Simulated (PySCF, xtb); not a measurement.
bromine monochloride cation (BrCl), SMILES ClBr (connectivity only; charge and spin as stated), charge +1, multiplicity 2.

Harmonic wavenumbers (cm⁻¹) from GFN2-xTB (xtb) at its own minimum, in rising order: 394.

What does r2SCAN-D4/def2-TZVP (PySCF) give at its own minimum? (The exact figures need the calculation; the answer reports its results.)

506. Paired by order, the mean absolute difference is 112 cm⁻¹ and the zero-point energies are 0.6 and 0.7 kcal/mol.
